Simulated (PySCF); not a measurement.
BCl3H2O2Si, SMILES B([Si](Cl)(Cl)Cl)(O)O.

Coordinates come from a B3LYP-D3(BJ)/def2-SVP optimisation. The structure was generated by enumeration, and PubChem lists no compound with its InChIKey, so it may never have been made. One conformer was computed; it need not be the lowest.

Calculation: PBE/def2-TZVP (PySCF).

Symmetry labels are those of the subgroup Cs that the program uses (full group Cs).

Computed valence orbital energies around the gap with their symmetry:
```
orbital  symmetry  energy (eV)
-------  --------  -----------
HOMO−7         A'        -9.25
HOMO−6         A"        -8.68
HOMO−5         A'        -8.63
HOMO−4         A"        -8.35
HOMO−3         A'        -8.16
HOMO−2         A"        -8.08
HOMO−1         A"        -7.78
HOMO           A'        -7.36
LUMO           A"        -1.99
LUMO+1         A'        -1.18
LUMO+2         A'        -0.85
LUMO+3         A'        -0.31
```
